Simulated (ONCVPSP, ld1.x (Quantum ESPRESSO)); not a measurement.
Potentials for bromine compared

Generated with ld1.x 7.5 (TM, RRKJ, ultrasoft, PAW), atompaw 4.2 or ONCVPSP 4.0.1. The cutoff is in Ry: for ld1.x and atompaw files where the sum of valence levels is converged to 10 mRy in a Bessel basis, for ONCV files where the hardest occupied wave has 1 mHa per electron of residual kinetic energy. The error is the largest all-electron minus pseudo excitation energy over each file’s own four to seven test configurations (ionisations up to +4, promotions, holes and added fractions of an electron), all of which were solved. The labels leave out finer settings (local radius, basis sizes, second energies), which also bear on the numbers. Spin-polarised tests are not counted. The rows are a selection from randomly drawn settings: files with unsolved tests, undetermined cutoffs or missed reference levels are left out.

A true bound ghost makes a file unfit for plane-wave use even where its test errors are small: the radial tests pick states by their node count and pass the ghost by.

| potential | cutoff (Ry) | largest error (meV) | bound ghosts |
| --- | --- | --- | --- |
| ONCV, PBE, non-relativistic, rc 0.75/0.75/0.95 (spd), local smoothed, core correction yes, reference 3s2 3p6 3d10 4s2 4p5, qcut 19.3/21/13.2, projectors 2/2/1 | 319 | +335 | none |
| ONCV, LDA (Perdew-Zunger), scalar-relativistic, rc 0.90/0.80/0.80 (spd), local d, core correction yes, reference 3s2 3p6 3d10 4s1.5 4p5.5, qcut 15.4/16.7/23.5, projectors 3/2/0 | 382 | -7.5 | none |
| ONCV, PBE, scalar-relativistic, rc 0.80/0.80/0.80 (spd), local smoothed, core correction no, reference 3s2 3p6 3d10 4s2 4p4.75, qcut 11.3/16.9/22.5, projectors 2/2/2 | 362 | +67 | none |
| ONCV, PBE, scalar-relativistic, rc 1.00/0.80/0.74 (spd), local smoothed, core correction no, reference 3s2 3p6 3d10 4s2 4p4, qcut 15/18.6/16.2, projectors 2/2/2 | 599 | -4.5 | none |
| PAW, PBEsol, scalar-relativistic, rc 1.50/1.40 (sp), local smoothed, core correction yes, reference 4s1 4p6 | 25 | -157 | none |
| ONCV, PBEsol, scalar-relativistic, rc 1.45/1.70 (sp), local smoothed, core correction yes, reference 4s1.5 4p5.5, qcut 3.6/5.7, projectors 2/2 | 184 | -63 | none |

(1) Fill in the row for Br: ONCV, PBE, scalar-relativistic, rc 1.30/0.75/0.85/0.95 (spdf), local smoothed, core correction no, reference 3p6 3d10 4s1.5 4p5.5, qcut 4.4/15.9/21.1/12.8, projectors 2/2/2/2.

(2) Fill in the row for Br: ONCV, PBE, fully relativistic, rc 1.05/1.05/1.00 (spd), local smoothed, core correction yes, reference 3s2 3p6 3d10 4s1.75 4p5.25, qcut 14.1/14.9/17.1, projectors 3/2/2.

Answers

(1) cutoff 328 Ry, largest error -8.8 meV, bound ghosts: s.

(2) cutoff 230 Ry, largest error +6.1 meV, bound ghosts: none.
